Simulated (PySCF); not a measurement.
Cu: ionisation energy

Cu [Ar] 3d10 4s1 [4s1/2^1, M_J = 1/2] → Cu⁺ [Ar] 3d10, as a difference of total energies. Computed with PySCF 2.14 in x2c-TZVPall-2c, with the two-component X2C-1e Hamiltonian. Correlated levels: [Ne] frozen; the 6 highest virtual spinors dropped. "Screened" scales the spin-orbit matrix elements by Boettger's factors to mimic the two-electron term; Breit and QED terms are absent.

```csv
method,ionisation energy (eV),error (eV)
GHF (screened spin-orbit),6.598,-1.128
GMP2 (screened spin-orbit),7.476,-0.250
```

Reference: 7.726 eV (measured; NIST Atomic Spectra Database, ionization energies).

Errors of the correlated levels include the incompleteness of this basis and the frozen core.
